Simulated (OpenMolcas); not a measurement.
# P: thermal populations, Slater's ratio, worked from levels

* Program: OpenMolcas 26.06
* Basis: ANO-L-VTZP [5s4p2d1f]
* Scalar Hamiltonian: non-relativistic, point nucleus
* Active space: 3 electrons in 3 orbitals (3p)
* State averaging: 2S+1 = 4 odd, 1 root; 2S+1 = 2 odd, 8 roots
* Spin-orbit coupling: RASSI with atomic mean-field integrals over the reference wave functions, term energies averaged over their components

Methods: CASSCF; SS-CASPT2, IPEA 0.25 Eh, imaginary shift 0.1 Eh (closed shells correlated: 2s 2p 3s). Measured levels: NIST Handbook of Basic Atomic Spectroscopic Data.

**Thermal populations.** Z = Σ (2J + 1) exp(-E/kT) with k = 0.695035 cm-1/K, over the levels below. No other level of either list lies under 55900 cm-1, which is above 7 kT at each temperature.

```csv
Level,2J + 1,SS-CASPT2,measured
3s² 3p³ ⁴S°_3/2,4,0.0,0.0
3s² 3p³ ²D°_3/2,4,12140,11361
3s² 3p³ ²D°_5/2,6,12150,11377
3s² 3p³ ²P°_1/2,2,20500,18723
3s² 3p³ ²P°_3/2,4,20500,18748
```

| T (K) | Z, SS-CASPT2 | Z, measured levels | Ground level (%), SS-CASPT2 | Ground level (%), measured levels |
| --- | --- | --- | --- | --- |
| 5000 | 4.320 | 4.407 | 92.6 | 90.8 |
| 8000 | 5.276 | 5.500 | 75.8 | 72.7 |

At 8000 K, kT = 5560 cm-1, and the computed levels give Z = 4.000 + 0.451 + 0.675 + 0.050 + 0.100 = 5.276.

**Slater's ratio.** With one set of orbitals, p3 has ²D° - ⁴S° = 9 F2 and ²P° - ²D° = 6 F2 (F2 = F²/25), a ratio of 2/3. Term energies are centres of gravity, weighted by 2J + 1.

```tsv
Source	²D° - ⁴S°	²P° - ⁴S°	F2 from the first	Ratio
CASSCF	15396	25465	1711	0.654
SS-CASPT2	12146	20502	1350	0.688
measured	11370	18740	1263	0.648
```

Energies in cm-1. A ratio away from 2/3 shows effects beyond one configuration with one set of orbitals, and in heavier atoms second-order spin-orbit shifts.

CASPT2 does not keep the components of a term degenerate, so their means are used; among the terms shown or strongly mixed into the levels shown the widest spread is 220 cm-1 (3s² 3p³ ²D°, SS-CASPT2). With the s shell closed, the reference lacks s² → p² mixing. Without dynamic correlation excited terms often stand tens of per cent too high (terms of higher spin than the ground term too low), and those without a measured partner can miss by more than the paired ones (holds for CASSCF). Computed and measured levels are paired by configuration, term and J; levels that our copy of the source lacks, or whose pairing is in doubt (as where it misses far off the trend of its configuration), stay unpaired and out of the deviations. Only configurations of the active space appear.

° marks odd parity.
